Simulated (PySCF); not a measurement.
An unknown gives this computed stick spectrum. Computed with TDDFT CAM-B3LYP/def2-SVPD, vertical, gas phase, core orbitals frozen in the response (PySCF). Geometries: PBE0-D3(BJ)/def2-SVP, one conformer each.

```csv
state,λ (nm),f
S1,222.7,0.0060
S2,195.4,0.286
S3,183.4,0.031
S4,169.8,0.0035
S5,168.4,0.021
S6,163.7,0.0071
S7,163.3,0.0039
S8,158.0,0.017
S9,154.8,0.021
S10,154.6,0.012
```

Orbital energies (eV): HOMO-3 -10.23, HOMO-2 -9.89, HOMO-1 -9.16, HOMO -9.13, LUMO 0.05, LUMO+1 1.18, LUMO+2 1.59.

Question: Which candidate is it? All have the formula C5H14OSi2.
A. `[SiH3]C[SiH]1CCOCC1`
B. `CCO[Si@H](C)/C=C\[SiH3]`
C. `C=C(C)[Si@@](O)([SiH3])CC`
D. `CCC[C@@H]1C[SiH2]O[SiH2]1`
E. `CCC[Si]1(O[SiH3])CC1`

Answer: B. Its S1, at 5.57 eV, is the lowest among the candidates; the nearest of the others has S1 at 5.93 eV. S1 is HOMO-1→LUMO (75%), HOMO-2→LUMO (11%). Löwdin shares by element: HOMO carbon 59% or more, oxygen 8%, silicon 7% or more (atoms not listed hold the other 26%); LUMO carbon 58% or more, silicon 19% (atoms not listed hold the other 22%). At the same level the other candidates give, for their lowest levels:
- `CCC[C@@H]1C[SiH2]O[SiH2]1`: 173 nm (f 0.003); 167 nm (f 0.005); 163 nm (f 0.002); 162 nm (f 0.010); 156 nm (f 0.022); T1 6.89 eV; HOMO -9.34, LUMO 1.05 eV
- `[SiH3]C[SiH]1CCOCC1`: 171 nm (f 0.015); 162 nm (f 0.052); 159 nm (f 0.001); 157 nm (f 0.006); 156 nm (f 0.037); T1 7.08 eV; HOMO -8.80, LUMO 1.13 eV
- `CCC[Si]1(O[SiH3])CC1`: 209 nm (f 0.000); 189 nm (f 0.004); 181 nm (f 0.012); 179 nm (f 0.078); 178 nm (f 0.006); T1 5.63 eV; HOMO -7.89, LUMO 0.87 eV
- `C=C(C)[Si@@](O)([SiH3])CC`: 198 nm (f 0.128); 191 nm (f 0.029); 185 nm (f 0.255); 178 nm (f 0.057); 173 nm (f 0.057); T1 4.13 eV; HOMO -8.49, LUMO 0.68 eV

The values belong to the conformer `[CH3:1][CH2:2][O:3][Si@H:4]([CH3:5])/[CH:6]=[CH:7]\[SiH3:8]`: C1–C2–O3–Si4 171°, C2–O3–Si4–C5 -165°, O3–Si4–C6–C7 33°.
Triplets come from the Tamm–Dancoff approximation.

Without π bonds the low states are Rydberg-like; a valence basis with one diffuse set may place them up to an eV too high.
